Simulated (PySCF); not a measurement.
**ECD: `OC[C@@H]1C[C@@H](Cl)[C@@H]1Br`, C5H8BrClO**

Geometry (Å), atoms numbered from 1 in this order:
```xyz
16

O    -2.3726    0.9683   -0.7381
C    -1.6146    0.1726    0.1283
C    -0.3232   -0.3443   -0.5153
C     0.4831   -1.2946    0.3920
C     1.5099   -0.1797    0.6281
Cl    3.2172   -0.6195    0.4118
C     0.8863    0.6117   -0.5186
Br    0.5722    2.5044   -0.1729
H    -1.9308    1.8186   -0.8584
H    -1.3831    0.7046    1.0617
H    -2.2462   -0.6872    0.3692
H    -0.5712   -0.7333   -1.5045
H     0.9038   -2.1426   -0.1417
H    -0.0324   -1.6445    1.2833
H     1.4238    0.3046    1.6005
H     1.4701    0.5698   -1.4367
```

Computed, not measured: TDDFT B3LYP/def2-SVPD circular dichroism and optical rotation, one conformer, gas phase (PySCF). Geometry: GFN2-xTB.

The molecule is flexible and this is one conformer; a measurement averages over conformers. The calculation is non-relativistic, which matters for the atoms heavier than Zn.

Q: Assign R or S to each stereocentre.

A: C3 S, C5 R, C7 R.

Q: List the lowest 8 singlet excitations with oscillator and rotatory strengths.

A: Rotatory strengths R in 10⁻⁴⁰ esu² cm², velocity form and length form (origin at the centre of mass); f in length form.
| state | E (eV) | λ (nm) | f | R (velocity) | R (length) | main |
| --- | --- | --- | --- | --- | --- | --- |
| 1 | 5.91 | 210 | 0.002 | -2.0 | -2.6 | HOMO→LUMO 0.52, HOMO−2→LUMO 0.24 |
| 2 | 5.94 | 209 | 0.007 | -4.8 | -3.8 | HOMO−1→LUMO 0.75, HOMO→LUMO 0.19 |
| 3 | 6.22 | 199 | 0.012 | +15.1 | +15.5 | HOMO−2→LUMO 0.67, HOMO→LUMO 0.29 |
| 4 | 6.63 | 187 | 0.010 | +6.6 | +6.7 | HOMO−3→LUMO 0.84 |
| 5 | 6.81 | 182 | 0.028 | -7.4 | -7.2 | HOMO−4→LUMO 0.55, HOMO−1→LUMO+1 0.29 |
| 6 | 6.88 | 180 | 0.008 | -15.8 | -16.0 | HOMO→LUMO+1 0.82 |
| 7 | 6.98 | 178 | 0.009 | +19.1 | +19.1 | HOMO−1→LUMO+1 0.63, HOMO−4→LUMO 0.34 |
| 8 | 7.17 | 173 | 0.008 | +1.8 | +1.8 | HOMO−2→LUMO+1 0.44, HOMO→LUMO+2 0.36 |

Among the states computed, the strongest CD band (largest |R|) is state 7. The largest dissymmetry factor in size, g = 4R/(D+G), with D and G the electric and magnetic dipole strengths, is +0.022 for state 7 (velocity form, f = 0.009), among bands with |R| over 0.5. The mirror image has the same energies and oscillator strengths and all R with the opposite sign.
